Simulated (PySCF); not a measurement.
Species: C4H8OSi.
Bonds: Si1–O2, O2–C3, C3–C4 (double), C4–C5, C5–C6, C4–C6. Hydrogens: H7, H8, H9 on Si1; H10 on C3; H11, H12 on C5; H13, H14 on C6.

The geometry is computed with GFN2-xTB (gas phase).

Q: Give the optimised bond lengths and angles.

A: 
```
          bond  length (Å)
        Si1–O2       1.623
         O2–C3       1.357
         C3=C4       1.311
         C4–C5       1.465
         C5–C6       1.515
         C4–C6       1.466
Si1–H7, Si1–H8       1.466
        Si1–H9       1.452
        C3–H10       1.085
C5–H11, C5–H12       1.081
C6–H13, C6–H14       1.081
```

Bonds in one row agree within 0.01 Å and their mean is given. A selection of angles:
```
     angle  degrees
 O2–Si1–H7    110.9
 O2–Si1–H9     99.2
 H7–Si1–H8    108.0
 H7–Si1–H9    113.8
 Si1–O2–C3    132.1
  O2–C3–C4    122.2
 O2–C3–H10    116.2
 C4–C3–H10    121.6
  C3–C4–C5    148.2
  C3–C4–C6    149.6
  C5–C4–C6     62.2
  C4–C5–C6     58.9
 C4–C5–H11    118.6
 C6–C5–H11    118.5
 C6–C5–H12    118.5
H11–C5–H12    113.5
 C5–C6–H13    118.5
 C5–C6–H14    118.5
  C4–C6–C5     58.8
 C4–C6–H13    118.6
H13–C6–H14    113.5
```

Torsions: Si1–O2–C3–C4 180° (antiperiplanar); O2–C3–C4–C5 180° (antiperiplanar); C3–C4–C5–C6 180° (antiperiplanar); C3–C4–C6–C5 180° (antiperiplanar).

Si1 (oxygen-bound silicon) is distorted tetrahedral (angles from 99.2° to 113.8°). The 3-membered ring C4–C5–C6 has internal angles of 58.8° to 62.2°. The 6 heavy atoms lie in one plane (0.000 Å rms). The 4 C–C bonds span 1.311 Å (C3=C4, drawn double) to 1.515 Å (C5–C6, drawn single), a spread of 0.204 Å.

Point group: Cs (tolerance 0.08 Å). Not checked by GFN2-xTB frequencies. One conformer, not necessarily the lowest.
